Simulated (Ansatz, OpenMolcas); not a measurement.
# GeTe: a line through the functionals

The species is GeTe (2 atoms), meant as a singlet with charge 0. SMILES: `[Ge][Te]`. The bond length is the measured one.

The electronic atomisation energy y, in eV, basis def2-TZVP with a core potential; a is the functional's share of exact exchange. Programs: Ansatz 0.2.0, OpenMolcas 26.06.

```
functional     program     a  y (eV)
      TPSS  OpenMolcas     0    4.63
       PBE      Ansatz     0    4.72
     B3LYP      Ansatz   0.2    4.39
      PBE0      Ansatz  0.25       ?
   r2SCAN0      Ansatz  0.25    4.21
     BHLYP      Ansatz   0.5    3.98
```

**Question.** Fit y = c + s·a to the known rows and predict PBE0.

**Answer.** 
1. Means of the 5 rows: a = 0.1900, y = 4.386.
2. Σ(Δa)² = 0.172, Σ(Δa·Δy) = -0.2462, so the slope is -0.2462/0.172 = -1.4314.
3. Intercept: 4.386 − (-1.4314) × 0.1900 = 4.658. The largest residual of the fit is 0.090.
4. PBE0: 4.658 + (-1.4314) × 0.25 = 4.30 eV.

The run gave 4.38 eV, so the prediction is off by -0.08 eV, within the largest residual. Spin-orbit coupling is left out.
